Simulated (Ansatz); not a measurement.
Consider the substitution at a C–Ge bond: `[CH3][GeH2][CH2]S` + `[CH3][Zr]([OH])([I])[I]` → `C[O][Zr]([CH3])([I])[I]` + `S[CH2][GeH3]`.

Program: Ansatz. Geometries: PBE0-D4/def2-TZVP. ΔE: electronic, gas phase. CBS: MP2 limit from def2 TZ/QZ plus the TZ coupled-cluster correction, frozen cores. Functionals use def2-TZVPP. B3LYP here is the variant with VWN-RPA as its local correlation; programs differ in this. def2 core potentials past Kr. For Ge, I, Zr outer-core shells are correlated without core-valence functions, which leaves a few kJ/mol of doubt a bond. Scalar relativity is left out up to krypton. One conformer a species, not always the lowest.

`[CH3][GeH2][CH2]S`:

```xyz
12

C     0.822    0.234   -1.557
Ge   -0.768    0.161   -0.434
C    -0.255    0.299    1.459
S     0.809   -1.066    1.986
H     1.536   -0.521   -1.226
H     0.566    0.047   -2.601
H     1.291    1.216   -1.484
H    -1.500   -1.186   -0.612
H    -1.746    1.304   -0.786
H     0.344    1.202    1.597
H    -1.128    0.382    2.108
H     0.030   -2.071    1.552
```

`[CH3][Zr]([OH])([I])[I]`:

```xyz
9

C     0.807   -0.561   -1.034
Zr   -0.673    0.099    0.432
O     0.240    1.367    1.484
I    -2.718    1.210   -0.976
I    -1.385   -2.103    1.862
H     0.366   -1.311   -1.701
H     1.675   -1.008   -0.536
H     1.155    0.281   -1.642
H     0.533    2.024    2.111
```

`C[O][Zr]([CH3])([I])[I]`:

Cartesian coordinates in Å:
```
C 0.702 -2.265 -0.304
O 0.529 -0.881 -0.265
Zr 0.457 0.988 -0.300
C -1.413 1.456 0.740
I 2.492 2.068 1.159
I 0.219 1.905 -2.857
H -0.121 -2.755 0.223
H 1.645 -2.538 0.176
H 0.716 -2.610 -1.341
H -1.398 1.076 1.768
H -1.556 2.543 0.777
H -2.272 1.014 0.223
```

`S[CH2][GeH3]`:

```xyz
9

S     0.756   -0.631   -1.837
C     0.144    0.624   -0.688
Ge   -0.552   -0.150    0.975
H     1.579   -1.261   -0.984
H    -0.673    1.124   -1.212
H     0.911    1.373   -0.485
H    -0.978    0.962    1.953
H     0.564   -0.990    1.621
H    -1.752   -1.051    0.655
```

```csv
level,ΔE (kJ/mol),difference from CCSD(T)/CBS
PBE-D4,67.3,-6.3
r2SCAN-D4,70.1,-3.5
PBE0-D4,70.1,-3.5
B3LYP-D4,64.4,-9.2
ωB97X-V,67.9,-5.7
B2PLYP,66.0,-7.6
PBE,65.7,-7.9
r2SCAN,70.0,-3.6
PBE0,68.8,-4.8
HF/def2-TZVPP,58.4,-15.2
CCSD/def2-TZVPP,70.3,-3.3
HF/def2-QZVPP,57.0,-16.6
MP2/def2-QZVPP,78.0,4.4
HF/CBS(def2),56.9,-16.7
MP2/CBS(def2),79.9,6.3
CCSD/CBS(def2),73.8,0.2
CCSD(T)/CBS,73.6,0
```

Largest T1 diagnostic among the species: 0.014.

In def2-TZVPP, CCSD(T) changes the Hartree–Fock value by +11.8 kJ/mol (the triples alone add −0.2 kJ/mol) and MP2 by +18.1 kJ/mol. From PBE to PBE0 (25 % exact exchange), in def2-TZVPP and without D4, ΔE moves by +3.1 kJ/mol.
